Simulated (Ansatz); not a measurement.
Species: CClF₃, charge 0, singlet. CClF3 (chloro(trifluoro)methane, SMILES FC(F)(F)Cl).
B3LYP-D3(BJ)/def2-TZVP minimum from Ansatz (an electronic-structure program):
```
C
F 1 1.3301
F 1 1.3301 2 108.66
F 1 1.3301 2 108.66 3 -118.07
Cl 1 1.7698 2 110.27 3 120.96
```
Charge 0, spin multiplicity 1.

Total energies in cc-pV(D+d)Z, 32 correlated electrons, 9 frozen orbitals. Open shells are spin-unrestricted; no spin-orbit coupling. Correlated methods leave the cores frozen. No relativity.

| method | program | energy (Eh) | minus CCSDT(Q) (mEh) |
|---|---|---|---|
| HF | Ansatz | -795.70127 | 867.63 |
| MP2 | Ansatz | -796.52864 | 40.27 |
| CCSD | Ansatz | -796.54787 | 21.03 |
| CCSD(T) | Ansatz | -796.56644 | 2.46 |
| CCSDT(Q) | Ansatz | -796.56890 | 0.00 |
